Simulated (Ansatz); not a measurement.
Consider the ligand exchange at a Ge–O bond: `C[O][GeH]([F])[O]C` + CH₃NH₂ → `C[NH][GeH]([F])[O]C` + CH₃OH.

Calculated with Ansatz (gas phase, PBE0-D4/def2-TZVP geometries, no zero-point term in ΔE). CCSD(T)/CBS adds triple-zeta CCSD(T) − MP2 to the extrapolated MP2 energy (def2 sets, frozen cores). This one scheme is used for every species. Functionals use def2-TZVPP. For Ge outer-core shells are correlated without core-valence functions, which leaves a few kJ/mol of doubt a bond. Scalar relativity is left out up to krypton. Each species was taken in one conformer, which may not be the lowest.

```json
{"species": "`C[O][GeH]([F])[O]C`", "r2SCAN-D4 energy (Eh)": "-2407.75776"}
{"species": "CH₃NH₂", "r2SCAN-D4 energy (Eh)": "-95.83595"}
{"species": "`C[NH][GeH]([F])[O]C`", "r2SCAN-D4 energy (Eh)": "-2387.87810"}
{"species": "CH₃OH", "r2SCAN-D4 energy (Eh)": "-115.70611"}
```

(1) Work out ΔE.

Largest T1 diagnostic among the species: 0.012.

Answers

(1) ΔE = (-2387.87810) + (-115.70611) − (-2407.75776) − (-95.83595) = 0.00950 Eh = +6.0 kcal/mol. CCSD(T)/CBS gives +5.0 kcal/mol.

In def2-TZVPP, CCSD(T) changes the Hartree–Fock value by −1.2 kcal/mol (the triples alone add +0.0 kcal/mol) and MP2 by −1.4 kcal/mol.
